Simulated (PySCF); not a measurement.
CH₆FNOSi₂, SMILES F[Si@@H]1CN[SiH2]O1.

Geometry: ωB97X-D3(BJ)/def2-SVP. The structure was generated by enumeration; whether it is a known compound was not checked. One conformer was computed; it need not be the lowest.

Vertical ionisation energy (IE) and electron affinity (EA) in eV. Rows of orbital energies are one-electron estimates. Where ΔSCF, EOM or ADC give a negative EA the extra electron is unbound and the value depends on the basis.

```csv
level,IE,EA
"−ε(HOMO), −ε(LUMO), CAM-B3LYP/def2-TZVP (PySCF)",8.44,-1.17
"−ε(HOMO), −ε(LUMO), PBE/def2-TZVP (PySCF)",5.65,0.69
```
